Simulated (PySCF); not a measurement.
Computed shifts of a molecule C6H12O2, PBE/pcSseg-1 run with PySCF, GIAO, gas phase, equivalent atoms averaged, in ppm (number of nuclei): ¹³C: 182.2 (1), 54.8 (1), 43.1 (1), 32.7 (2), 30.4 (1). ¹H: 3.91 (3), 1.49 (6), 1.40 (3). References: ¹³C against TMS (σ = 182.0 ppm); ¹⁷O against H2O (σ = 334.3 ppm); ¹H against TMS (σ = 31.49 ppm), references at their B3LYP-D3(BJ)/def2-TZVP geometries, non-relativistic. Coordinates come from a PBE0-D3(BJ)/def2-SVP optimisation. One conformer was computed; it need not be the lowest.

### Question
Identify the compound among the candidates.
(A) COC(=O)C(C)(C)C
(B) CC/C(=C/OC)OC
(C) CCCCOC(C)=O

### Answer
A, COC(=O)C(C)(C)C
